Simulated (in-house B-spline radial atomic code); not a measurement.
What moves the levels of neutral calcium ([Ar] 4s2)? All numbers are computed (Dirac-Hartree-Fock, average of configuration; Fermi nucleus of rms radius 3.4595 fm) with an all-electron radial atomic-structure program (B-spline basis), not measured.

Baseline run (computed): total energy -679.7101 hartree, 1s1/2 at -150.1638 hartree, 4s1/2 at -5.3419 eV with <r> = 4.202 bohr.

Changing the nucleus:

| nucleus | ΔE (eV) |
| --- | --- |
| Fermi nucleus of rms radius 3.4776 fm, A = 40 | 0.000313 |
| Fermi nucleus of rms radius 3.478 fm, A = 41 | 0.00032 |
| Fermi nucleus of rms radius 3.5081 fm, A = 42 | 0.000843 |
| Fermi nucleus of rms radius 3.4954 fm, A = 43 | 0.000622 |
| Fermi nucleus of rms radius 3.5179 fm, A = 44 | 0.00101 |
| Fermi nucleus of rms radius 3.4944 fm, A = 45 | 0.000604 |
| Fermi nucleus of rms radius 3.4953 fm, A = 46 | 0.00062 |
| Fermi nucleus of rms radius 3.4783 fm, A = 47 | 0.000325 |
| Fermi nucleus of rms radius 3.4771 fm, A = 48 | 0.000304 |
| Fermi nucleus of rms radius 3.5168 fm, A = 50 | 0.000995 |

A larger nucleus binds the electrons less, roughly as the density at the nucleus times the change of the nuclear <r²>. The reference is A = 39.
